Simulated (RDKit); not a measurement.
Input for RDKit: UFF on C2H6 (SMILES CC), a point of a torsion scan.

```python
from rdkit import Chem
from rdkit.Chem import AllChem, rdDetermineBonds

blocks = [
'''8

C    -0.75751516    0.07564818   -0.00303065
C     0.76061773   -0.04308877   -0.00685329
H    -1.19455029   -0.56419672   -0.76617052
H    -1.05867684    1.09869253   -0.22108959
H    -1.16673179   -0.20002380    0.96543126
H     1.14605728   -0.00372654   -1.02304039
H     1.06786879   -0.99442466    0.42371666
H     1.21479877    0.75545627    0.57404838
''',
]
mol = None
for b in blocks:
    f = Chem.MolFromXYZBlock(b)
    rdDetermineBonds.DetermineBonds(f, charge=0)
    mol = f if mol is None else Chem.CombineMols(mol, f)
Chem.SanitizeMol(mol)
print(Chem.MolToSmiles(Chem.RemoveHs(mol)))
ff = AllChem.UFFGetMoleculeForceField(mol, vdwThresh=100.0, ignoreInterfragInteractions=False)
e = ff.CalcEnergy()
print(f'UFF energy {e:.6f} kcal/mol')
```

Output:

```
CC
UFF energy 1.663735 kcal/mol
```

The run finished.

Cost: around 0.020 core-seconds (rough).
